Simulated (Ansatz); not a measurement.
The cluster Mg₂S₂. Total charge 0; singlet. Geometry r2SCAN-D4/def2-TZVP.

```xyz
4

Mg   -0.978    0.148   -0.857
Mg    0.978   -0.148    0.857
S    -0.106   -1.888   -0.207
S     0.106    1.888    0.207
```

B3LYP takes the VWN-RPA correlation. The structure comes from a short search, and lower isomers may exist.

Task: Estimate the orbital energies around the gap (eV) in Ansatz with HF/6-31G, PBE-D4/def2-SVP, PBE-D4/def2-TZVP, B3LYP-D4/6-31G, ωB97X-V/def2-TZVP.

Result: 
| orbital | HF/6-31G | PBE-D4/def2-SVP | PBE-D4/def2-TZVP | B3LYP-D4/6-31G | ωB97X-V/def2-TZVP |
| --- | --- | --- | --- | --- | --- |
| HOMO−9 | -64.09 | -47.94 | -47.41 | -51.85 | -53.93 |
| HOMO−8 | -64.09 | -47.93 | -47.40 | -51.84 | -53.92 |
| HOMO−7 | -23.76 | -15.61 | -15.56 | -17.85 | -20.51 |
| HOMO−6 | -23.12 | -15.22 | -15.20 | -17.35 | -20.06 |
| HOMO−5 | -11.51 | -7.34 | -7.31 | -8.45 | -10.85 |
| HOMO−4 | -10.52 | -6.84 | -6.82 | -7.97 | -10.06 |
| HOMO−3 | -9.68 | -6.13 | -6.06 | -7.16 | -9.22 |
| HOMO−2 | -9.56 | -5.69 | -5.70 | -6.75 | -9.07 |
| HOMO−1 | -8.90 | -5.53 | -5.56 | -6.40 | -8.72 |
| HOMO | -8.63 | -5.01 | -5.09 | -5.94 | -8.29 |
| LUMO | -0.83 | -3.33 | -3.29 | -3.23 | -1.03 |
| LUMO+1 | 0.10 | -2.45 | -2.48 | -2.24 | -0.15 |
| LUMO+2 | 1.61 | -0.54 | -0.58 | -0.44 | 1.59 |
| LUMO+3 | 1.92 | -0.43 | -0.55 | -0.32 | 1.77 |
| LUMO+4 | 2.71 | 0.27 | 0.14 | 0.50 | 2.44 |
| LUMO+5 | 2.96 | 0.43 | 0.37 | 0.71 | 2.67 |
